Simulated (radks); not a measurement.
Task: Radial electron density D(r) = 4 pi r^2 rho(r) of an atom or ion with 62 electrons. Method: scalar-relativistic Kohn-Sham, Slater X-alpha with alpha = 0.671, spin-unpolarised, spherical densities, point nucleus; computed with a radial shooting solver on a logarithmic mesh with Libxc functionals.

r (bohr)  D(r) (e/bohr)
0.002037          13.44
0.002353          16.61
0.002696          20.18
0.003088          24.35
0.003567          29.48
0.004086          34.99
0.004719          41.51
0.005407          48.22
0.006194          55.31
0.007154          62.93
0.008196          69.90
0.00939           76.22
0.01084           81.69
0.01242           85.23
0.01423           86.86
0.01644           86.42
0.01883           84.25
0.02158           81.12
0.02492           78.05
0.02855           76.84
0.03271           78.59
0.03777           84.39
0.04328           93.13
0.04958           103.2
0.05726           112.1
0.0656            115.7
0.07576           112.6
0.0868            104.2
0.09945           94.30
0.1148            87.58
0.1316            88.27
0.1507            94.74
0.1741            101.6
0.1995            100.8
0.2285            89.46
0.2639            69.76
0.3024            52.61
0.3464            44.22
0.4001            45.64
0.4583            50.60
0.5251            51.87
0.6064            45.97
0.6948            35.94
0.796             25.96
0.9193            18.49
1.053             14.48
1.216             11.88
1.394             9.608
1.597             7.097
1.844             4.483
2.112             2.496
2.42              1.179
2.795            0.4382
3.202            0.1402
3.669           0.03603
4.237          0.006591
4.854          0.001018

What is the nuclear charge?

Result: Z = 65. The innermost maximum, from 1s, lies near gamma/Z bohr with gamma = sqrt(1 - (Z/c)^2) = 0.880, here 0.0135 bohr (found: 0.0148), and its height grows with Z. The density is that of the terbium ion Tb3+ in [Xe] 4f8; the configuration itself is not fixed sharply by these data, and Z only to a few units. D(r) has 4 maxima, at r = 0.0148, 0.0661, 0.184, 0.505 bohr, and minima at 0.0283, 0.121, 0.363 bohr, inside which lie 1.92, 11.15, 29.45 electrons.
